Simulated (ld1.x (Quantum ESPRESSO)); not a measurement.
Pseudopotential generation for carbon (C): TM semilocal, LDA (PZ), non-relativistic.

C (Z = 6), norm-conserving Troullier–Martins (semilocal form), made with ld1.x (Quantum ESPRESSO) 7.5 (LDA (PZ), non-relativistic). Core [He], reference 2s2 2p1.5 (charge +0.5). Waves: 2s (bound): rc 0.75 bohr; 3d channel at 0.45 Ry: rc 2.20 bohr; 2p (bound): rc 2.05 bohr. Local part: the p channel. Core correction: a·sin(br)/r model core inside 0.55 bohr.

All-electron outer shells of the reference configuration (LDA (PZ), non-relativistic, ld1.x):

```tsv
shell	level (eV)	outermost node (bohr)	outermost maximum (bohr)
2s	-19.24	0.38	1.20
2p	-10.85	–	1.14
```

Task: Estimate the cutoffs (Ry, on a coarse ladder) from which the occupation-weighted sum of valence levels, in a spherical-Bessel basis at the reference potential, stays within 10 and 1 mRy of its value at 400 Ry.

Result: 140 Ry and 260 Ry.

Task: Which valence shell sets the plane-wave cutoff?

Result: 2s: its level needs 260 Ry to come within 1 mRy, against 35 Ry for 2p.

Task: Tests: 2s2 2p2; 2s2 2p1; 2s2 2p0; 2s0 2p4; 2s1 2p3; 2s1 2p0; 2s1 2p2. Which has the largest error in its energy relative to the reference configuration, and how large is it?

Result: 2s1 2p0, with +482 meV (all-electron minus pseudo) on +79.17 eV.
